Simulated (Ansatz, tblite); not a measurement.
Forces on the cluster Cd₂O₂⁺ at its r2SCAN-D4/def2-TZVP geometry. Charge 1, multiplicity 2.

In the def2 sets Cd takes a core potential; there is no spin–orbit coupling. The xTB rows come from tblite. The structure holds one bond between oxygen atoms, so isomers without such links may lie far lower. At PBE0-D4/def2-TZVP the charge 1 doublet is spin-contaminated (final ⟨S²⟩ up to 1.44, 0.75 for a pure state). The geometry of the doublet was relaxed on an unsound state (⟨S²⟩ 1.35, where a pure state has 0.75). The structure comes from a short search, and lower isomers may exist.

GFN1-xTB (tblite), largest force 1.38 eV/Å:

```xyz
4
positions Å, forces eV/Å
Cd   -1.807   -0.103    0.567    1.043    0.484   -0.514
Cd   -0.130    1.745   -0.733   -0.360   -1.062    0.573
O     0.605   -1.222    0.366   -1.120   -0.570    0.575
O     1.333   -0.420   -0.199    0.438    1.148   -0.634
```

GFN2-xTB (tblite), largest force 1.26 eV/Å:

```
Cd 0.649 -0.140 -0.125
Cd 0.229 -0.603 0.200
O -1.105 -0.362 0.479
O 0.227 1.106 -0.554
```

PBE0-D4/def2-TZVP (Ansatz), largest force 1.22 eV/Å:

```
Cd -0.191 -0.020 0.064
Cd -0.004 0.186 -0.081
O 0.821 0.714 -0.554
O -0.626 -0.879 0.571
```
